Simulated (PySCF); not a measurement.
# Working out the ionisation energy of Cl⁺

Cl⁺ [Ne] 3s2 3p4 (3P) → Cl²⁺ [Ne] 3s2 3p3 (4S). All numbers are calculated (PySCF 2.14, the non-relativistic Hamiltonian (point nucleus), in 6-31G* (4s3p1d, 18 functions)). Frozen: [Ne]. Energies in hartree (1 hartree = 27.21139 eV):

```csv
part,Cl⁺ (lower),Cl²⁺ (upper)
UHF,-459.013539,-458.186783
CCSD correlation,-0.102630,-0.089330
(T),-0.001160,-0.000805
```

Problem. What does Hartree-Fock give?

Solution. (-458.186783) − (-459.013539) = 0.826756 hartree = 22.497 eV.

Problem. What do CCSD and CCSD(T) give?

Solution. The CCSD correlation energies differ by 0.013300 hartree = 0.362 eV and the triples by 0.000355 hartree = 0.010 eV, so CCSD gives 22.859 eV and CCSD(T) 22.869 eV.

Measured between the centres of the two terms (NIST): 23.771 eV, so CCSD(T) (valence) is off by -0.902 eV.

What remains against the reference includes basis incompleteness, the frozen core and higher excitations.
